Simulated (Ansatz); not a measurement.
Ag₃S⁺. Total charge 1; singlet. Geometry B3LYP-D4/def2-SVP, that of the charge +1 singlet.

| atom | x (Å) | y (Å) | z (Å) |
| --- | --- | --- | --- |
| Ag1 | -0.477 | -1.737 | -1.110 |
| Ag2 | -1.482 | 0.802 | 1.279 |
| Ag3 | 2.030 | 0.345 | 0.487 |
| S4 | -0.071 | 0.589 | -0.656 |

In the def2 sets Ag takes a core potential; there is no spin–orbit coupling. The structure comes from a short search, and lower isomers may exist.

Task: Estimate the orbital energies around the gap (eV) in Ansatz with PBE-D4/def2-TZVP, r2SCAN-D4/def2-TZVP, PBE0-D4/def2-TZVP.

Result: 
```tsv
orbital	PBE-D4/def2-TZVP	r2SCAN-D4/def2-TZVP	PBE0-D4/def2-TZVP
HOMO−5	-12.17	-12.38	-13.92
HOMO−4	-12.17	-12.38	-13.91
HOMO−3	-12.12	-12.33	-13.86
HOMO−2	-10.50	-10.52	-11.36
HOMO−1	-10.49	-10.52	-11.36
HOMO	-10.49	-10.49	-11.26
LUMO	-7.91	-7.57	-6.86
LUMO+1	-7.30	-6.93	-6.21
LUMO+2	-7.30	-6.93	-6.21
LUMO+3	-4.78	-4.41	-3.99
LUMO+4	-4.78	-4.41	-3.98
LUMO+5	-4.77	-4.40	-3.98
β HOMO	-10.49	-10.49	-11.26
β LUMO	-7.91	-7.57	-6.86
```
